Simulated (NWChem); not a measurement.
System: CH4SSeTe; SMILES [Te]([SeH])SC

```xyz
8

Te     0.8518     0.2689    -0.0548
S     -0.7227     1.9352     0.6549
C     -1.6625     2.3102    -0.8520
H     -1.0101     2.6626    -1.6624
H     -2.3618     3.1149    -0.5774
H     -2.2419     1.4369    -1.1829
Se    -0.4759    -1.8874     0.0656
H     -0.9595    -1.8506    -1.3264
```
Atoms are numbered in this order, from 1.

Results from NWChem. Geometry: optimised at PBE0/def2-SVP. No frequency run checked for a minimum. def2 effective core potentials on Te; no spin-orbit coupling. Level B3LYP/def2-SVP: energy and gradient on several grids; changes count from the extra-fine grid, which is no exact limit either.

| grid | size of the energy change (μHa) | largest change of a gradient component (μHa/bohr) |
|---|---|---|
| xcoarse | 700 | 3000 |
| coarse | 70 | 1000 |
| medium | < 10 | 300 |
| fine | < 10 | < 30 |
| xfine | < 10 | < 30 |
